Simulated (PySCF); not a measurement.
An element was calculated at r2SCAN (PySCF 2.14, ECP, a triple-zeta basis, no spin-orbit coupling), in the ground configurations that NIST lists.

* electron affinity: 1.408 eV
* first ionisation energy: 7.095 eV
* second ionisation energy: 13.802 eV
* third ionisation energy: 31.847 eV

**Question.** Which element is it?

**Answer.** Lead (Pb, Z = 82), in aug-cc-pVTZ-PP with one added diffuse shell each of d, f type with ECP60MDF. NIST lists 7.417, 15.032, 31.937 eV for these ionisation energies.
